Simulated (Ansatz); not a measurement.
## Molecular dynamics of C₃H₉BO

Input:

```yaml
crystal:
  periodic: [false, false, false]
  atoms:
    - { symbol: C, position_ang: [-1.752462, 0.987232, 0.989214] }
    - { symbol: B, position_ang: [-0.334114, 1.391286, 0.47161] }
    - { symbol: C, position_ang: [0.655364, 0.362418, -0.199235] }
    - { symbol: O, position_ang: [0.090202, -0.997567, -0.233662] }
    - { symbol: C, position_ang: [1.090663, -1.85155, -0.879023] }
    - { symbol: H, position_ang: [-2.517494, 1.524665, 0.404231] }
    - { symbol: H, position_ang: [-1.896858, 1.311166, 2.031403] }
    - { symbol: H, position_ang: [-1.95378, -0.088129, 0.916585] }
    - { symbol: H, position_ang: [0.029781, 2.508254, 0.559954] }
    - { symbol: H, position_ang: [0.905942, 0.722923, -1.229298] }
    - { symbol: H, position_ang: [1.633862, 0.381171, 0.342838] }
    - { symbol: H, position_ang: [0.670748, -2.87391, -0.901619] }
    - { symbol: H, position_ang: [2.053759, -1.873754, -0.322085] }
    - { symbol: H, position_ang: [1.311288, -1.533305, -1.922213] }
basis:
  gaussian: { orbitals: STO-3G }
hamiltonian:
  xc: r2scan
  dispersion: d4
md:
  timestep: 0.5
  n_steps: 287
  ensemble: nvt_nose_hoover
  temperature: 200.0
  initial_velocities: maxwell_boltzmann
  seed: 209708
  nose_hoover: { tau: 100.0, chain_length: 1 }
scf:
  lower_state_search: "off"
```

Launched with:

```bash
$ ansatz run input.yaml --threads 1 --pin off --max-ram 2048MiB --backend cpu --events-out ev --progress --plain --runs-dir out
```

It starts from a relaxed structure.

Output, in part (step lines, the closing report, with atoms numbered from 0):

```
md step     0: t =     0.00 fs  T =   200.0 K  F+E_penalty+E_count = -5902.46991161 eV  E_kin = 0.310224 eV  conserved = -5902.15968762 eV  (13 SCF iters)
md step     1: t =     0.50 fs  T =   194.4 K  F+E_penalty+E_count = -5902.46098418 eV  E_kin = 0.301501 eV  conserved = -5902.15948365 eV  (18 SCF iters)
md step     2: t =     1.00 fs  T =   179.4 K  F+E_penalty+E_count = -5902.43725329 eV  E_kin = 0.278212 eV  conserved = -5902.15904144 eV  (18 SCF iters)
md step     3: t =     1.50 fs  T =   159.2 K  F+E_penalty+E_count = -5902.40553508 eV  E_kin = 0.247011 eV  conserved = -5902.15852698 eV  (18 SCF iters)
md step     4: t =     2.00 fs  T =   139.1 K  F+E_penalty+E_count = -5902.37386902 eV  E_kin = 0.215775 eV  conserved = -5902.15810022 eV  (18 SCF iters)
md step     5: t =     2.50 fs  T =   123.2 K  F+E_penalty+E_count = -5902.34897350 eV  E_kin = 0.191111 eV  conserved = -5902.15787508 eV  (18 SCF iters)
md step     6: t =     3.00 fs  T =   113.8 K  F+E_penalty+E_count = -5902.33441264 eV  E_kin = 0.176536 eV  conserved = -5902.15789879 eV  (12 SCF iters)
md step     7: t =     3.50 fs  T =   110.7 K  F+E_penalty+E_count = -5902.32983018 eV  E_kin = 0.171718 eV  conserved = -5902.15814708 eV  (12 SCF iters)
[... lines left out ...]
md step   284: t =   142.00 fs  T =   189.6 K  F+E_penalty+E_count = -5902.27794887 eV  E_kin = 0.294162 eV  conserved = -5902.15819883 eV  (18 SCF iters)
md step   285: t =   142.50 fs  T =   186.2 K  F+E_penalty+E_count = -5902.27078310 eV  E_kin = 0.288814 eV  conserved = -5902.15808065 eV  (17 SCF iters)
md step   286: t =   143.00 fs  T =   180.6 K  F+E_penalty+E_count = -5902.26023755 eV  E_kin = 0.280083 eV  conserved = -5902.15792500 eV  (17 SCF iters)
md step   287: t =   143.50 fs  T =   174.2 K  F+E_penalty+E_count = -5902.24861488 eV  E_kin = 0.270219 eV  conserved = -5902.15777339 eV  (18 SCF iters)
Total energy: -5902.24862206 eV, -216.9036361728 hartree
Atom 0 at    -1.809178     1.069391     0.938411 Å, force    -0.554131    -0.695443     0.507077 eV/Å
Atom 1 at    -0.349881     1.374857     0.496013 Å, force     0.634681     0.098923    -0.154036 eV/Å
Atom 2 at     0.616871     0.341848    -0.226190 Å, force    -0.916815     0.580504     0.460526 eV/Å
Atom 3 at     0.182166    -1.032132    -0.128547 Å, force    -0.343785    -1.249209    -0.016921 eV/Å
Atom 4 at     1.108145    -1.867212    -0.917118 Å, force     0.487226     0.761417     0.321317 eV/Å
Atom 5 at    -2.400856     1.969298     1.068332 Å, force    -0.190468     0.605040     0.237020 eV/Å
Atom 6 at    -1.897267     0.496719     1.918818 Å, force     0.283229     0.378478    -1.407143 eV/Å
Atom 7 at    -2.311331     0.507987     0.124220 Å, force     0.149300    -0.342507     0.541616 eV/Å
Atom 8 at     0.127041     2.452885     0.593033 Å, force    -0.217799    -0.042464     0.079706 eV/Å
Atom 9 at     0.651244     0.664958    -1.280334 Å, force     0.293699     0.346649    -0.586327 eV/Å
Atom 10 at     1.617164     0.491898     0.192030 Å, force     0.940483     0.001632     0.028151 eV/Å
Atom 11 at     0.918623    -2.901217    -0.633694 Å, force    -0.489144    -0.692093    -0.062418 eV/Å
Atom 12 at     2.170817    -1.684524    -0.627486 Å, force    -0.117885     0.228315    -0.303899 eV/Å
Atom 13 at     0.997419    -1.741371    -2.024744 Å, force     0.041409     0.020758     0.355331 eV/Å
Dipole moment:     0.115753     0.030532    -0.106525 e Å
```

The steps, from the saved trajectory:

```
time (fs)  T (K)  potential energy less start (eV)  conserved less start (meV/atom)
      0.0    200                             0.000                             0.00
      4.5    112                             0.137                             0.06
      9.0     98                             0.160                             0.06
     13.5    108                             0.145                             0.10
     18.0    107                             0.149                             0.10
     22.5     99                             0.161                             0.11
     27.0    104                             0.155                             0.10
     31.5     91                             0.178                             0.10
     36.0     91                             0.179                             0.12
     40.5    110                             0.153                             0.10
     45.0     63                             0.229                             0.13
     49.5    105                             0.167                             0.11
     54.0    115                             0.154                             0.09
     58.5    108                             0.168                             0.07
     63.0    101                             0.184                             0.06
     67.5    107                             0.178                             0.06
     72.0    126                             0.153                             0.06
     76.5    125                             0.161                             0.07
     81.0    117                             0.180                             0.08
     85.5     99                             0.214                             0.10
     90.0    156                             0.132                             0.07
     94.5    109                             0.214                             0.11
     99.0    112                             0.215                             0.12
    103.5    121                             0.210                             0.13
    108.0    118                             0.223                             0.14
    112.5    118                             0.232                             0.15
    117.0    134                             0.216                             0.11
    121.5    143                             0.212                             0.09
    126.0    161                             0.194                             0.09
    130.5    175                             0.185                             0.09
    135.0    115                             0.289                             0.14
    139.5    157                             0.235                             0.13
```

The run went to its last step. The conserved energy stayed within 0.16 meV per atom of its start (net change 0.14 meV per atom), so the integration is sound. The mean temperature of the second half is 34 % below the set value. A run of 0.14 ps of so small a system gives no equilibrium averages. Limits of this set-up: minimal basis.

The same pairs are bonded in the first frame and the last. Pairs count as bonded within 1.25 times the sum of covalent radii (0.12 Å more for H–H).

Last frame:

```xyz
14
Properties=species:S:1:pos:R:3
C -1.809 1.069 0.938
B -0.350 1.375 0.496
C 0.617 0.342 -0.226
O 0.182 -1.032 -0.129
C 1.108 -1.867 -0.917
H -2.401 1.969 1.068
H -1.897 0.497 1.919
H -2.311 0.508 0.124
H 0.127 2.453 0.593
H 0.651 0.665 -1.280
H 1.617 0.492 0.192
H 0.919 -2.901 -0.634
H 2.171 -1.685 -0.627
H 0.997 -1.741 -2.025
```

The run took 10 min on 1 thread of Arm Neoverse V2, on a shared host, peak memory 0.09 GiB.
